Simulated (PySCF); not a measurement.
Species: C₈H₁₁NSe.
SMILES with atom numbers: `[cH:1]1[cH:2][c:3]([CH:4]2[CH2:5][CH2:6][CH2:7][CH2:8]2)[se:9][n:10]1` (hydrogens: H11 on C1; H12 on C2; H13 on C4; H14, H15 on C5; H16, H17 on C6; H18, H19 on C7; H20, H21 on C8)

The closed-shell ground state was solved at several levels (PySCF, density fitting, gas phase). One conformer (not necessarily the lowest) at the PBE0-D3(BJ)/def2-SVP geometry, without solvent, vibrations or thermal averaging. The calculation is non-relativistic and has no spin–orbit coupling, an omission that weighs most on selenium.

```tsv
level	basis functions	total energy (Eh)	HOMO (eV)	LUMO (eV)	gap (eV)	dipole (D)
PBE0/pcSseg-1	249	-2766.7397	-7.06	-0.97	6.09	3.29
wB97X-D/pcSseg-1	249	-2767.3963	-8.82	0.75	9.57	3.34
```

Task: Estimate the row for wB97X-D/def2-SVPD, a basis of 309 functions; the other rows only guide the guess.

Result: Total energy -2767.1564 Eh, HOMO -8.77 eV, LUMO 0.67 eV, gap 9.44 eV, dipole 3.37 D.

Task: Over all these levels, which gives the widest orbital gap and which the narrowest?

Result: wB97X-D/pcSseg-1 (range-separated hybrid) has the widest, 9.57 eV, and PBE0/pcSseg-1 (global hybrid, 25 % exact exchange) the narrowest, 6.09 eV. The two share the basis. From the narrowest to the widest the HOMO moves by -1.76 eV and the LUMO by +1.72 eV.

Task: How far do the dipole and the HOMO energy spread over the levels?

Result: The dipole runs from 3.29 to 3.37 D (mean 3.33 D) and the HOMO from -8.82 to -7.06 eV.

Note: wB97X-D ran without an empirical dispersion term, which enters the total energy and its gradient alone.
